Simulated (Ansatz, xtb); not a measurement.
# A geometry optimisation of CH5InSi+ with r2SCAN-D4/def2-SVP

The starting geometry of this gas-phase doublet has its atoms placed at random.

```xyz
8

C    -0.2927   -0.5360    1.0704
In    0.2899   -0.7064   -0.8712
Si   -0.7492    1.2604    1.6551
H    -1.4297    1.7126    0.1208
H    -1.0325    0.1748    0.4665
H     0.6509   -1.7312    0.3426
H     0.4042    1.1474    0.0787
H    -1.4367   -0.6564   -1.2416
```

Task: Guess where an optimisation with r2SCAN-D4/def2-SVP ends from this start.

Result: It ends as a structure given below by its coordinates. Distances that change by over a tenth: Si3–H4 (1.74 → 1.49 Å). Contacts that open: In2–H5 (2.08 → 2.68 Å), In2–H6 (1.63 → 2.68 Å), In2–H7 (2.09 → 3.69 Å), Si3–H5 (1.63 → 2.52 Å). Contacts that close: C1–H6 (1.69 → 1.10 Å), Si3–H7 (1.96 → 1.49 Å).

The energy falls by 9.93 eV over 31 steps:

| step | E − E(last) (eV) |
| --- | --- |
| 1 | 9.934 |
| 4 | 6.161 |
| 8 | 2.687 |
| 11 | 0.668 |
| 14 | 0.185 |
| 18 | 0.031 |
| 21 | 0.013 |
| 24 | 0.009 |
| 28 | 0.000 |
| 31 | 0.000 |

Final geometry (Å):

```
atom    x (Å)    y (Å)    z (Å)
   C  -0.3542  -0.5912   0.8648
  In  -0.7186  -0.9753  -1.2282
  Si  -0.2724   1.2611   1.0735
   H  -1.5685   1.9519   0.8452
   H  -1.1857  -1.0666   1.4108
   H   0.5867  -1.1110   1.1104
   H   0.9081   1.8898   0.4252
   H  -0.9913  -0.6936  -2.8802
```

From the same start GFN2-xTB ends elsewhere, in pieces: CH4Si + HIn.

From so rough a start the end depends on the optimiser's path, so another program may land elsewhere. No frequencies were run, so the end isn't proven a minimum. Open shells are spin-unrestricted. Atoms past krypton carry core potentials, without spin–orbit terms. Run with Ansatz 0.2.0, 5.1 min on 1 thread of Intel(R) Xeon(R) Processor @ 2.70GHz (shared host).
